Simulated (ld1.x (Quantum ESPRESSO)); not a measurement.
**promethium, TM: configuration errors across variants**

- Element: promethium (Pm)
- Generator: ld1.x (Quantum ESPRESSO) 7.5
- Type: norm-conserving Troullier–Martins (Kleinman–Bylander form)
- Functional: BLYP
- Relativity: scalar-relativistic
- Frozen core: [Xe] 4f4
- Valence charge: 3
- Reference configuration: 5d1 6s1 6p1
- Partial waves: 6s (bound): rc 3.75 bohr; 6p (bound): rc 3.45 bohr; 5d (bound): rc 2.30 bohr
- Local potential: all-electron potential smoothed inside 3.55 bohr (lloc = -1)
- Core correction: a·sin(br)/r model core inside 2.15 bohr

All-electron excitation energies from the reference (eV): (1) 5d1 6s2 6p0 -2.686; (2) 5d1 6s1 6p0 3.592; (3) 5d1 6s0 6p0 15.288; (4) 5d2 6s0 6p0 4.313; (5) 5d0 6s2 6p1 -0.556; (6) 5d2 6s1 6p0 -1.355; (7) 5d1.5 6s1.5 6p0 -2.071.

Tests that are not counted but printed errors over 1 eV. “local potential all-electron potential smoothed inside 2.98 bohr (lloc = -1)”: 5d0 6s2 6p1 (solver errors, printed error -22.9 eV).

4 further variants failed, have other tests or another functional or relativity, and are left out.

A true bound ghost makes a file unfit for plane-wave use even where its test errors are small: the radial tests pick states by their node count and pass the ghost by. Where a test does run into it, the solver fails or the error is huge.

Errors AE − PS in meV (a dash: test not solved or not reliable):

```tsv
change	(1)	(2)	(3)	(4)	(5)	(6)	(7)	bound ghosts
base	-1.0	-1.0	-25	-83	-42	-57	-18	none
local potential all-electron potential smoothed inside 2.98 bohr (lloc = -1)	-4.4	-2.9	-24	-81	–	-79	-33	s
core correction a·sin(br)/r model core inside 1.58 bohr	-1.2	-1.0	-25	-90	-50	-61	-19	none
wave 6p (bound): rc 3.45 bohr becomes 6p (bound): rc 3.52 bohr	-1.3	-1.1	-24	-85	-43	-59	-19	none
wave 5d (bound): rc 2.30 bohr becomes 5d (bound): rc 2.98 bohr	-1.0	-1.0	-25	-82	-41	-56	-18	none
wave 6s (bound): rc 3.75 bohr becomes 6s (bound): rc 4.36 bohr	-2.8	-0.1	-34	-65	-0.1	-48	-17	none
all radii but the core radius scaled by about 1.10 (s 4.12, p 3.78, d 2.52 bohr); local potential all-electron potential smoothed inside 3.90 bohr (lloc = -1)	-4.3	-1.6	-28	-81	-50	-66	-26	none
```

**Question.** Give the same row for: local potential all-electron potential smoothed inside 2.45 bohr (lloc = -1).

**Answer.** -2.5, -2.0, -24, -80, –, -61, -23; bound ghosts: s, p. Not counted: 5d0 6s2 6p1 (solver errors, printed error -2.1 eV).
